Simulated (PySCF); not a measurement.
A structure optimised at B3LYP-D3(BJ)/def2-TZVP, used in a PySCF frequency run:

```xyz
4

Si    -1.0329     0.1014     0.0000
Cl     1.0317    -0.0164     0.0000
H     -1.5389    -0.5700    -1.2234
H     -1.5389    -0.5700     1.2234
```
Charge 0, spin multiplicity 2.

### Question
Write its SMILES, formula and point group.

### Answer
[SiH2]Cl, ClH2Si, Cs

### Question
What are its rotational constants (standard atomic weights)?

### Answer
129.46, 6.9131, 6.7172 GHz
